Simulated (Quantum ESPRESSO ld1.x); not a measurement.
Values are calculated unless marked as measured or tabulated.
One sound ld1.x (Quantum ESPRESSO 7.5) input for the antimony ion Sb2+ gives E = -6481.209 hartree in 24 iterations:

```
 &input
    zed=51.0,
    iswitch=1,
    rel=1,
    dft='BLYP',
    config='[Kr] 4d10 5s2 5p1',
    prefix='ld1',
    max_out_wfc=37,
    file_charge='ld1.rho',
 /
```

Changed or added lines, one case at a time, and what came of them:

- tr2=1e-3: inaccurate. The cycle stops early, after 8 iterations, and the energy is off by +0.1711 hartree against the sound run.
- dft='HF': refused. The program stops in ld1_setup with "HF not implemented yet": ld1.x has no Hartree-Fock; KLI and OEP are its exact-exchange options.
- config='[Kr] 4d10 5s2 5p': refused. The program stops in el_config with "no occupancy field?": each term needs its occupation.
- rel=2 cau_fact=46.99: crashed. The program stops in dirsol with "no classical turning point found": with c below Z the Dirac equation of a point nucleus has no 1s solution.
- tr2=1e-22: usable despite the warning. The threshold lies below the rounding noise, so the cycle runs to its limit and warns, but the energy differs from the sound run by less than 1e-5 hartree.
- dft='R2SCAN': refused. The program stops in set_dft_from_name with "libxc needed for this functional": this build has no Libxc.
- isic=1 latt=1: refused. The program stops in ld1_readin with "isic and latter correction not allowed": the two corrections exclude each other.
